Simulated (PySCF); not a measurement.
Computed IR spectrum (relative IR intensity) of a molecule C2H4ClFSi2. The structure is a stationary point at PBE0-D3(BJ)/def2-SVP. Other conformers were not sampled. Level of theory: PBE0-D3(BJ)/def2-SVP (PySCF 2.14.0). Frequencies are harmonic and unscaled.

Lines under 2 % of the strongest are left out, and lines within 2 cm⁻¹ are merged.

ν (cm⁻¹): 325 (w), 364 (w), 418 (vw), 478 (w), 558 (w), 654 (m), 740 (w), 768 (w), 773 (vs), 814 (w), 826 (s), 906 (s), 929 (m), 2167 (m), 2233 (m), 2246 (m), 2254 (m), 3472 (m) (against the strongest line: vs over 80 %, s over 45 %, m over 15 %, w over 4 %, vw less)

Problem. Pick the molecule that these values belong to.
A) FC1=C[SiH2][Si@H]1Cl
B) C#C[Si@H](F)[SiH2]Cl
C) F[SiH2]C#C[SiH2]Cl
D) F[Si@@H]1[SiH2]C=C1Cl

Solution. B, C#C[Si@H](F)[SiH2]Cl
